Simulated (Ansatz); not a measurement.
Ansatz (a quantum-chemistry and plane-wave program) input (B3LYP/6-31G*):

Ansatz 0.2 input:
```yaml
crystal:
  periodic: [false, false, false]
  atoms:
    - {symbol: C, position_ang: [0.09100125, 2.18095481, -0.44789488]}
    - {symbol: Si, position_ang: [0.03034499, 0.27311515, -0.50692244]}
    - {symbol: Si, position_ang: [1.94676555, -0.75049656, 0.37961454]}
    - {symbol: Si, position_ang: [-2.01700662, -0.61932112, 0.21301185]}
    - {symbol: H, position_ang: [1.01024035, 2.55594173, -0.91028195]}
    - {symbol: H, position_ang: [0.05955633, 2.54479519, 0.58670673]}
    - {symbol: H, position_ang: [-0.75948440, 2.61450827, -0.98466587]}
    - {symbol: H, position_ang: [2.15959550, -0.45180069, 1.82784081]}
    - {symbol: H, position_ang: [3.15940912, -0.28517011, -0.35214027]}
    - {symbol: H, position_ang: [1.84624340, -2.22864949, 0.22960003]}
    - {symbol: H, position_ang: [-2.33030286, -0.30321384, 1.63912432]}
    - {symbol: H, position_ang: [-2.00203913, -2.10129601, 0.06785152]}
    - {symbol: H, position_ang: [-3.13068076, -0.07700847, -0.61652123]}
basis:
  gaussian:
    orbitals: 6-31G*
hamiltonian:
  xc: {name: B3LYP}
magnetization: {spin_polarized: true, initial_magnetization: 1}
phonons: {temperatures: {t_min: 298.15, t_max: 298.15, t_step: 100}}
```

Output:

```
Functional definition: B3LYP
integrals: 0.04 GiB planned
989 factors; integrals over basis functions are off by at most 7.9e-4 eV
mean field: 0.62 GiB planned
mean field evaluation 1: about -24811.6358 eV, gradient 2.9e1 eV
mean field evaluation 2: about -24809.2792 eV, gradient 3.4e1 eV
mean field evaluation 4: about -24815.8285 eV, gradient 9.2e-1 eV
mean field evaluation 8: about -24815.8429 eV, gradient 1.7e-2 eV
mean field evaluation 16: about -24815.8429 eV, gradient 8.1e-5 eV
mean field -24815.84293729 eV, -911.9654071628 hartree, gradient 8.1e-5 eV, S^2 0.752720; 0 other end points of the search recorded, 0 dependent functions left out
the calculation of the forces begins
reference -24815.84322556 eV, -911.9654177568 hartree; 29, 28 occupied and 61, 62 virtual orbitals, 989 factors
these checks for a lower state are left out or cut short: stability, starts, cluster_reference, orbital_swaps, neighbouring_geometries, increment
integrals: 0.04 GiB planned
989 factors; integrals over basis functions are off by at most 7.9e-4 eV
mean field: 0.62 GiB planned
mean field -24815.84278362 eV, -911.9654015155 hartree, gradient 8.4e-7 eV, S^2 0.752722; 0 other end points of the search recorded, 0 dependent functions left out
the calculation of the forces begins
reference -24815.84307189 eV, -911.9654121094 hartree; 29, 28 occupied and 61, 62 virtual orbitals, 989 factors
these checks for a lower state are left out or cut short: stability, starts, cluster_reference, orbital_swaps, neighbouring_geometries, increment
integrals: 0.04 GiB planned
989 factors; integrals over basis functions are off by at most 7.9e-4 eV
mean field: 0.62 GiB planned
mean field -24815.84278531 eV, -911.9654015777 hartree, gradient 9.8e-7 eV, S^2 0.752718; 0 other end points of the search recorded, 0 dependent functions left out
the calculation of the forces begins
reference -24815.84307359 eV, -911.9654121718 hartree; 29, 28 occupied and 61, 62 virtual orbitals, 989 factors
these checks for a lower state are left out or cut short: stability, starts, cluster_reference, orbital_swaps, neighbouring_geometries, increment
integrals: 0.04 GiB planned
989 factors; integrals over basis functions are off by at most 7.9e-4 eV
mean field: 0.62 GiB planned
mean field evaluation 32: about -24815.8427 eV, gradient 7.5e-2 eV
mean field -24815.84280354 eV, -911.9654022479 hartree, gradient 1.0e-6 eV, S^2 0.752721; 0 other end points of the search recorded, 0 dependent functions left out
the calculation of the forces begins
reference -24815.84309183 eV, -911.9654128421 hartree; 29, 28 occupied and 61, 62 virtual orbitals, 989 factors
these checks for a lower state are left out or cut short: stability, starts, cluster_reference, orbital_swaps, neighbouring_geometries, increment
integrals: 0.04 GiB planned
989 factors; integrals over basis functions are off by at most 7.9e-4 eV
mean field: 0.62 GiB planned
mean field -24815.84280444 eV, -911.9654022807 hartree, gradient 2.8e-6 eV, S^2 0.752719; 0 other end points of the search recorded, 0 dependent functions left out
the calculation of the forces begins
reference -24815.84309271 eV, -911.9654128744 hartree; 29, 28 occupied and 61, 62 virtual orbitals, 989 factors
these checks for a lower state are left out or cut short: stability, starts, cluster_reference, orbital_swaps, neighbouring_geometries, increment
integrals: 0.04 GiB planned
989 factors; integrals over basis functions are off by at most 7.9e-4 eV
mean field: 0.62 GiB planned
mean field -24815.84292057 eV, -911.9654065486 hartree, gradient 1.9e-6 eV, S^2 0.752712; 0 other end points of the search recorded, 0 dependent functions left out
the calculation of the forces begins
reference -24815.84320887 eV, -911.9654171432 hartree; 29, 28 occupied and 61, 62 virtual orbitals, 989 factors
these checks for a lower state are left out or cut short: stability, starts, cluster_reference, orbital_swaps, neighbouring_geometries, increment
integrals: 0.04 GiB planned
989 factors; integrals over basis functions are off by at most 7.9e-4 eV
mean field: 0.62 GiB planned
mean field -24815.84291226 eV, -911.9654062432 hartree, gradient 1.8e-6 eV, S^2 0.752729; 0 other end points of the search recorded, 0 dependent functions left out
the calculation of the forces begins
reference -24815.84320052 eV, -911.9654168365 hartree; 29, 28 occupied and 61, 62 virtual orbitals, 989 factors
these checks for a lower state are left out or cut short: stability, starts, cluster_reference, orbital_swaps, neighbouring_geometries, increment
integrals: 0.04 GiB planned
989 factors; integrals over basis functions are off by at most 7.9e-4 eV
mean field: 0.62 GiB planned
mean field -24815.84287472 eV, -911.9654048636 hartree, gradient 1.7e-6 eV, S^2 0.752719; 0 other end points of the search recorded, 0 dependent functions left out
[...]
989 factors; integrals over basis functions are off by at most 7.9e-4 eV
mean field: 0.62 GiB planned
mean field -24815.84289641 eV, -911.9654056607 hartree, gradient 2.4e-6 eV, S^2 0.752721; 0 other end points of the search recorded, 0 dependent functions left out
the calculation of the forces begins
reference -24815.84318469 eV, -911.9654162546 hartree; 29, 28 occupied and 61, 62 virtual orbitals, 989 factors
these checks for a lower state are left out or cut short: stability, starts, cluster_reference, orbital_swaps, neighbouring_geometries, increment
integrals: 0.04 GiB planned
989 factors; integrals over basis functions are off by at most 7.9e-4 eV
mean field: 0.62 GiB planned
mean field -24815.84290113 eV, -911.9654058341 hartree, gradient 2.3e-6 eV, S^2 0.752719; 0 other end points of the search recorded, 0 dependent functions left out
the calculation of the forces begins
reference -24815.84318941 eV, -911.9654164282 hartree; 29, 28 occupied and 61, 62 virtual orbitals, 989 factors
these checks for a lower state are left out or cut short: stability, starts, cluster_reference, orbital_swaps, neighbouring_geometries, increment
integrals: 0.04 GiB planned
989 factors; integrals over basis functions are off by at most 7.9e-4 eV
mean field: 0.62 GiB planned
mean field -24815.84292652 eV, -911.9654067672 hartree, gradient 7.4e-7 eV, S^2 0.752720; 0 other end points of the search recorded, 0 dependent functions left out
the calculation of the forces begins
reference -24815.84321480 eV, -911.9654173611 hartree; 29, 28 occupied and 61, 62 virtual orbitals, 989 factors
these checks for a lower state are left out or cut short: stability, starts, cluster_reference, orbital_swaps, neighbouring_geometries, increment
integrals: 0.04 GiB planned
989 factors; integrals over basis functions are off by at most 7.9e-4 eV
mean field: 0.62 GiB planned
mean field evaluation 224: about -24815.8429 eV, gradient 1.9e-5 eV
mean field -24815.84292697 eV, -911.9654067838 hartree, gradient 6.8e-7 eV, S^2 0.752720; 0 other end points of the search recorded, 0 dependent functions left out
the calculation of the forces begins
reference -24815.84321525 eV, -911.9654173778 hartree; 29, 28 occupied and 61, 62 virtual orbitals, 989 factors
these checks for a lower state are left out or cut short: stability, starts, cluster_reference, orbital_swaps, neighbouring_geometries, increment
integrals: 0.04 GiB planned
989 factors; integrals over basis functions are off by at most 7.9e-4 eV
mean field: 0.62 GiB planned
mean field -24815.84292053 eV, -911.9654065472 hartree, gradient 1.5e-6 eV, S^2 0.752721; 0 other end points of the search recorded, 0 dependent functions left out
the calculation of the forces begins
reference -24815.84320879 eV, -911.9654171405 hartree; 29, 28 occupied and 61, 62 virtual orbitals, 989 factors
these checks for a lower state are left out or cut short: stability, starts, cluster_reference, orbital_swaps, neighbouring_geometries, increment
integrals: 0.04 GiB planned
989 factors; integrals over basis functions are off by at most 7.9e-4 eV
mean field: 0.62 GiB planned
mean field -24815.84291782 eV, -911.9654064474 hartree, gradient 1.6e-6 eV, S^2 0.752719; 0 other end points of the search recorded, 0 dependent functions left out
the calculation of the forces begins
reference -24815.84320611 eV, -911.9654170420 hartree; 29, 28 occupied and 61, 62 virtual orbitals, 989 factors
these checks for a lower state are left out or cut short: stability, starts, cluster_reference, orbital_swaps, neighbouring_geometries, increment
integrals: 0.04 GiB planned
989 factors; integrals over basis functions are off by at most 7.9e-4 eV
mean field: 0.62 GiB planned
mean field -24815.84293282 eV, -911.9654069985 hartree, gradient 8.4e-6 eV, S^2 0.752720; 0 other end points of the search recorded, 0 dependent functions left out
the calculation of the forces begins
reference -24815.84322108 eV, -911.9654175922 hartree; 29, 28 occupied and 61, 62 virtual orbitals, 989 factors
these checks for a lower state are left out or cut short: stability, starts, cluster_reference, orbital_swaps, neighbouring_geometries, increment
integrals: 0.04 GiB planned
989 factors; integrals over basis functions are off by at most 7.9e-4 eV
mean field: 0.62 GiB planned
mean field -24815.84293012 eV, -911.9654068993 hartree, gradient 8.6e-6 eV, S^2 0.752720; 0 other end points of the search recorded, 0 dependent functions left out
the calculation of the forces begins
reference -24815.84321840 eV, -911.9654174935 hartree; 29, 28 occupied and 61, 62 virtual orbitals, 989 factors
these checks for a lower state are left out or cut short: stability, starts, cluster_reference, orbital_swaps, neighbouring_geometries, increment
integrals: 0.04 GiB planned
989 factors; integrals over basis functions are off by at most 7.9e-4 eV
mean field: 0.62 GiB planned
mean field -24815.84288305 eV, -911.9654051697 hartree, gradient 2.0e-6 eV, S^2 0.752720; 0 other end points of the search recorded, 0 dependent functions left out
the calculation of the forces begins
reference -24815.84317132 eV, -911.9654157633 hartree; 29, 28 occupied and 61, 62 virtual orbitals, 989 factors
these checks for a lower state are left out or cut short: stability, starts, cluster_reference, orbital_swaps, neighbouring_geometries, increment
integrals: 0.04 GiB planned
989 factors; integrals over basis functions are off by at most 7.9e-4 eV
mean field: 0.62 GiB planned
mean field evaluation 256: about -24815.8429 eV, gradient 5.5e-5 eV
mean field -24815.84288065 eV, -911.9654050813 hartree, gradient 2.0e-6 eV, S^2 0.752720; 0 other end points of the search recorded, 0 dependent functions left out
the calculation of the forces begins
reference -24815.84316893 eV, -911.9654156757 hartree; 29, 28 occupied and 61, 62 virtual orbitals, 989 factors
these checks for a lower state are left out or cut short: stability, starts, cluster_reference, orbital_swaps, neighbouring_geometries, increment
integrals: 0.04 GiB planned
989 factors; integrals over basis functions are off by at most 7.9e-4 eV
mean field: 0.62 GiB planned
mean field -24815.84293069 eV, -911.9654069205 hartree, gradient 9.8e-6 eV, S^2 0.752720; 0 other end points of the search recorded, 0 dependent functions left out
the calculation of the forces begins
reference -24815.84321896 eV, -911.9654175142 hartree; 29, 28 occupied and 61, 62 virtual orbitals, 989 factors
these checks for a lower state are left out or cut short: stability, starts, cluster_reference, orbital_swaps, neighbouring_geometries, increment
integrals: 0.04 GiB planned
989 factors; integrals over basis functions are off by at most 7.9e-4 eV
mean field: 0.62 GiB planned
mean field -24815.84293091 eV, -911.9654069284 hartree, gradient 2.3e-6 eV, S^2 0.752720; 0 other end points of the search recorded, 0 dependent functions left out
the calculation of the forces begins
reference -24815.84321919 eV, -911.9654175226 hartree; 29, 28 occupied and 61, 62 virtual orbitals, 989 factors
Total energy: -24815.84322556 eV, -911.9654177568 hartree
Atom 0 at     0.091001     2.180955    -0.447895 Å, force    -0.000031    -0.000193     0.000581 eV/Å
Atom 1 at     0.030345     0.273115    -0.506922 Å, force     0.000073     0.000053    -0.001683 eV/Å
Atom 2 at     1.946766    -0.750497     0.379615 Å, force     0.000040    -0.000756     0.000855 eV/Å
Atom 3 at    -2.017007    -0.619321     0.213012 Å, force    -0.000161    -0.000749     0.000846 eV/Å
Atom 4 at     1.010240     2.555942    -0.910282 Å, force     0.001191     0.000344     0.000020 eV/Å
Atom 5 at     0.059556     2.544795     0.586707 Å, force     0.000039     0.000487    -0.000556 eV/Å
Atom 6 at    -0.759484     2.614508    -0.984666 Å, force    -0.001163     0.000421    -0.000079 eV/Å
Atom 7 at     2.159596    -0.451801     1.827841 Å, force    -0.000257    -0.000257    -0.000519 eV/Å
Atom 8 at     3.159409    -0.285170    -0.352140 Å, force    -0.000980    -0.000085     0.000543 eV/Å
Atom 9 at     1.846243    -2.228649     0.229600 Å, force     0.000538     0.000562    -0.000045 eV/Å
Atom 10 at    -2.330303    -0.303214     1.639124 Å, force     0.000282    -0.000275    -0.000496 eV/Å
Atom 11 at    -2.002039    -2.101296     0.067852 Å, force    -0.000494     0.000597    -0.000089 eV/Å
Atom 12 at    -3.130681    -0.077008    -0.616521 Å, force     0.000923    -0.000148     0.000623 eV/Å
Dipole moment:     0.008234     0.229044    -0.015567 e Å
Vibrations: 69.06 79.42 97.73 123.55 125.24 147.65 351.37 454.86 482.00 517.54 523.32 554.91 683.75 782.68 827.43 880.75 909.42 938.91 944.05 949.35 952.01 1315.81 1488.47 1491.86 2201.80 2206.48 2226.46 2228.79 2239.75 2243.74 3042.12 3114.60 3131.27 cm⁻¹, zero-point energy 2.375917 eV
```

The blocks after the first are displaced geometries, from whose forces the wavenumbers follow.
